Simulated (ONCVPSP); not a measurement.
**Varying the ONCV potential for thallium (Tl)**

Base potential:

```
Element                 : Tl (Z = 81)
Generator               : ONCVPSP 4.0.1
Type                    : optimised norm-conserving Vanderbilt (ONCV)
Functional              : PBEsol
Relativity              : scalar-relativistic
Frozen core             : [Kr] 4d10 4f14
Valence charge          : 21
Reference configuration : 5s2 5p6 5d10 6s2 6p1
Partial waves           : 5s+6s: rc 1.35 bohr, ncon 3, nbas 6, qcut 7 1/bohr, 2 projectors; 5p+6p: rc 1.45 bohr, ncon 4, nbas 7, qcut 7.6 1/bohr, 2 projectors; 5d: rc 1.30 bohr, ncon 4, nbas 8, qcut 7.8 1/bohr, 1 projector
Local potential         : polynomial inside 1.10 bohr (lpopt 5, dvloc0 3 Ha)
Core correction         : none
```

All-electron outer shells of the reference configuration (PBEsol, scalar-relativistic, ld1.x):

```csv
shell,level (eV),outermost node (bohr),outermost maximum (bohr)
4d,-374.85,0.19,0.39
5s,-131.04,0.46,0.80
4f,-114.08,–,0.36
5p,-76.09,0.50,0.90
5d,-15.48,0.53,1.11
6s,-9.60,1.04,2.08
6p,-2.36,1.23,2.91
```

Cutoffs, loose and tight: the cutoffs (Ha) at which the residual kinetic energy of the hardest occupied pseudo-wave falls to 1 and 0.1 mHa per electron. They do not see the model core or the augmentation charge, which bear on the density cutoff. Test errors are all-electron minus pseudo excitation energies from the reference, over the configurations 5s2 5p6 5d10 6s2 6p0; 5s2 5p6 5d10 6s1 6p0; 5s2 5p6 5d10 6s0 6p0; 5s2 5p5 5d10 6s2 6p1. A dash means not determined; rows that change the core or the reference have their own tests. The largest error is taken over the tests solved by every variant that gives reliable tests at all: 5s2 5p5 5d10 6s2 6p1; 5s2 5p6 5d10 6s1 6p0; 5s2 5p6 5d10 6s2 6p0.

```csv
change,outcome,"cutoff, loose","cutoff, tight",bound ghosts,GHOST(+) flags above zero,largest test error (meV)
base,generated,23 Ha,54 Ha,none,s,-147
p: rc 1.46,generated,23 Ha,54 Ha,none,s,-149
p: rc 1.6,generated,23 Ha,54 Ha,none,s,-173
p: rc 1.78,generated,23 Ha,54 Ha,none,s,-195
p: rc 1.94,generated,23 Ha,54 Ha,none,s,-198
p: rc 2.14,generated,23 Ha,54 Ha,none,s,-177
```

What comes out with this change to the base: p: rc 1.18?

outcome: generated; cutoff, loose: 89 Ha; cutoff, tight: 109 Ha; bound ghosts: none; GHOST(+) flags above zero: s; largest test error (meV): -101.

What comes out with this change to the base: p: rc 1.38?

outcome: generated; cutoff, loose: 26 Ha; cutoff, tight: 68 Ha; bound ghosts: none; GHOST(+) flags above zero: s; largest test error (meV): -134.

What comes out with this change to the base: p: rc 1.06; local potential polynomial inside 1.06 bohr (lpopt 5, dvloc0 3 Ha)?

outcome: generated; cutoff, loose: 117 Ha; cutoff, tight: 137 Ha; bound ghosts: none; GHOST(+) flags above zero: s; largest test error (meV): -89.

Reading the sweep of the p radius (base included, trends over the rows without a ghost): The loose cutoff falls from 117 Ha at 1.06 to 23 Ha at 2.14 bohr. A larger radius leaves more room for a smooth pseudo-wave, so fewer plane waves are needed; a smaller one forces it to follow the all-electron wave where it bends sharply.
